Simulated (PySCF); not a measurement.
SeS₃⁻ (doublet). All numbers come from UB3LYP/[Se def2-SVPD, S def2-SVPD], no relativity, density fitting, PySCF.

Harmonic bands of its minimum:

| ω (cm⁻¹) | IR (km/mol, summed over degenerate members) | degeneracy |
| --- | --- | --- |
| 160 | 1.1 | 2 |
| 173 | 2.7 | 1 |
| 376 | 0.4 | 1 |
| 393 | 151 | 2 |

Q: The central atom is Se. Infer the point group and assign the bands.

A: C3v. The modes span 2e + 2a1: 160 e, 173 a1, 376 a1, 393 e. The computed geometry has Se–S 2.163 Å (×3); S–Se–S 114.0° (×3).

This need not be the most stable arrangement of these atoms.
